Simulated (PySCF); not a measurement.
Some computed properties have been withheld. Give your best values.

C5HF3N (charge -1).
Atom-mapped SMILES: `[CH:1]#[C:2][C-:3]([C:4]#[N:5])[C:6]([F:7])([F:8])[F:9]` (hydrogens: H10 on C1)

Structure used (GFN2-xTB), in Å, numbered top down from 1:
```
atom  x, y, z in Å
C1     2.4158   -0.0859   -0.2005
C2     1.2284    0.1226   -0.1706
C3    -0.1503    0.3581   -0.1290
C4    -0.6451    1.6309    0.0328
N5    -1.0439    2.7123    0.1761
C6    -1.0514   -0.7611   -0.2848
F7    -0.8646   -1.8079    0.6084
F8    -0.9671   -1.4440   -1.5012
F9    -2.3622   -0.4587   -0.1758
H10    3.4492   -0.2617   -0.2308
```

```json
{"property": "rotational constants A, B, C of the GFN2-xTB geometry", "level": "GFN2-xTB", "value": "?"}
{"property": "HOMO energy", "level": "PBE0/pcSseg-1", "value": "?"}
{"property": "LUMO energy", "level": "PBE0/pcSseg-1", "value": "?"}
{"property": "13C chemical shifts (computed TMS as zero) by class", "level": "GIAO PBE0/pcSseg-1", "value": "?"}
{"property": "1H chemical shifts (computed TMS as zero) by class", "level": "GIAO PBE0/pcSseg-1", "value": "?"}
{"property": "isotropic shieldings of nuclei other than C and H, by class", "level": "GIAO PBE0/pcSseg-1", "value": "-37 (N5), 229 (F7/F8/F9) ppm"}
```

Electronic properties: PySCF, gas phase, density fitting. Geometry: GFN2-xTB; no solvent or vibrations. NMR classes are plain means over equivalent atoms (diastereotopic ones count apart unless rotation or inversion swaps them), as if these changed places fast; in this geometry the members of some classes differ. No diffuse functions stand in pcSseg-1, which bears on an anion's orbital energies.

Task: Give the 1H chemical shifts (computed TMS as zero) by class.

Result: 2.71 (H10) ppm.

Task: What is the LUMO energy?

Result: 4.88 eV.

Task: What are the 13C chemical shifts (computed TMS as zero) by class?

Result: 149.6 (C6), 130.8 (C4), 94.0 (C2), 79.3 (C1), 23.3 (C3) ppm.

Task: The HOMO energy?

Result: -1.16 eV.

Task: What are the rotational constants A, B, C of the GFN2-xTB geometry?

Result: 1.924, 1.625, 1.039 GHz.

The rotational constants make it an asymmetric top with κ = (2B − A − C)/(A − C) = 0.33, nearer the oblate limit (+1). With B = h/(8π²I), that is 505.379 GHz u Å² over I, the principal moments of inertia are 262.7, 311.0 and 486.4 u Å² (most abundant isotopes); the inertial defect Ic − Ia − Ib is -87.3 u Å² (zero for a rigid planar frame, negative otherwise).
